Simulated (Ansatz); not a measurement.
`CN[SiH2][SiH3]`. The species carries charge 0 and has multiplicity 1.

Cartesian coordinates in Å:
```
C -0.026 0.382 1.946
N 0.108 -0.804 1.128
Si 0.729 -0.757 -0.478
Si -0.536 0.508 -2.008
H 0.825 1.045 1.769
H -0.014 0.123 3.009
H -0.939 0.960 1.747
H -0.571 -1.518 1.339
H 0.800 -2.163 -0.961
H 2.099 -0.170 -0.436
H -0.679 1.917 -1.542
H -1.906 -0.058 -2.162
H 0.110 0.534 -3.351
```

(1) Give the diagnostics of a CCSD(T)/def2-TZVPP run (frozen core, Ansatz). (Best estimate.)

Answers

(1) Computed: T1 = 0.0116, largest single amplitude 0.017, largest double 0.017, (T) share of the correlation energy 3.5 %, 9 CCSD cycles. The RHF solution is stable towards an unrestricted one. T1 lies under the customary mark of 0.02 for closed shells.
